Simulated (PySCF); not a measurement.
## Cl⁺ (chlorine, charge +1) across methods

[Ne] 3s2 3p3 4s1, 4s spin antiparallel (an excited configuration). All numbers are calculated (PySCF 2.14, scalar relativity by spin-free X2C-1e, in aug-cc-pVQZ-DK).

```csv
method,E (hartree),mean ε 3s β (eV),mean ε 3p α (eV),mean ε 4s β (eV),Σ⟨r²⟩ (bohr²),⟨S²⟩
LDA,-459.0732,-35.628,-25.956,-7.997,34.79,3.000
UHF,-459.98517,-40.125,-32.669,-9.480,35.92,3.000
TPSS,-460.6084,-35.426,-26.348,-7.972,35.63,3.000
BP86,-460.6380,-35.609,-26.057,-8.135,34.98,3.000
r2SCAN,-460.5585,-35.421,-26.800,-8.064,35.37,3.000
PBE0,-460.4435,-37.004,-27.896,-8.485,35.29,3.000
CAM-B3LYP,-460.6118,-38.725,-29.153,-9.249,34.83,3.000
r2SCAN0,-460.5589,-36.934,-28.401,-8.538,35.27,3.000
```

Q: Estimate the same row for PBE.

A: E (hartree) = -460.4095; mean ε 3s β (eV) = -35.414; mean ε 3p α (eV) = -26.031; mean ε 4s β (eV) = -7.993; Σ⟨r²⟩ (bohr²) = 35.19; ⟨S²⟩ = 3.000.

The outer electron is Rydberg-like, and this basis confines it to a smaller radius and binds it less than a complete one would. With the s spin flipped the determinant is a mixture of two multiplicities, not a spectroscopic state.
